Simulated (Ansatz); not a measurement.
Program: Ansatz. Geometries: PBE0-D4/def2-TZVP. ΔE: electronic, gas phase. CBS: MP2 limit from def2 TZ/QZ plus the TZ coupled-cluster correction, frozen cores. This one scheme is used for every species. Functionals use def2-TZVPP. Each species was taken in one conformer, which may not be the lowest.

`B[SiH2]Cl` + `[OH][Al]([OH])[F]` → `B[O][Al]([OH])[F]` + `[SiH3]Cl`  (cleavage of the B–Si bond)

`B[SiH2]Cl`:

Z-matrix (Å, degrees):
```
Si
Cl 1 2.064
B 1 2.003 2 113.7
H 1 1.488 2 107.4 3 122.1
H 1 1.488 2 107.4 3 -121.7
H 3 1.193 1 123.6 2 -0.9
H 3 1.197 1 118.0 2 179.3
```

`[OH][Al]([OH])[F]`:

```xyz
6

O    -1.428   -0.537   -0.498
Al    0.066    0.110   -0.089
O     0.832   -0.453    1.296
F     0.766    1.272   -1.025
H    -1.919   -0.263   -1.271
H     1.682   -0.129    1.587
```

`B[O][Al]([OH])[F]`:

```xyz
8

B    -0.550   -0.964   -1.605
O    -0.098   -0.218   -0.594
Al    0.473    0.684    0.682
O    -0.093    0.370    2.230
F     1.576    1.863    0.391
H     0.029   -1.978   -1.897
H    -1.528   -0.609   -2.210
H     0.193    0.852    3.003
```

`[SiH3]Cl`:

Z-matrix (Å, degrees):
```
Si
Cl 1 2.054
H 1 1.481 2 108.5
H 1 1.481 2 108.5 3 -120.0
H 1 1.481 2 108.5 3 120.0
```

CCSD(T)/CBS gives -159.8 kJ/mol.

Task: Another level gave -163.0 kJ/mol. Which?
A. revPBE-D4/def2-TZVPP
B. r2SCAN0/def2-TZVPP
C. HF/def2-TZVPP
D. CAM-B3LYP-D4/def2-TZVPP

Result: B. r2SCAN0 -163.0, CAM-B3LYP-D4 -170.6, revPBE-D4 -148.0, HF/def2-TZVPP -178.6 kJ/mol.

Largest T1 diagnostic among the species: 0.013.

Leaving LDA and LC-ωPBE aside and taking each functional with its dispersion term where it has one, the values, not all of them listed here, spread over 23.6 kJ/mol, from BHLYP-D4 to revPBE-D4. LDA lies −7.7 kJ/mol from PBE without D4. In def2-TZVPP, CCSD(T) changes the Hartree–Fock value by +16.6 kJ/mol (the triples alone add +1.0 kJ/mol) and MP2 by +11.8 kJ/mol.
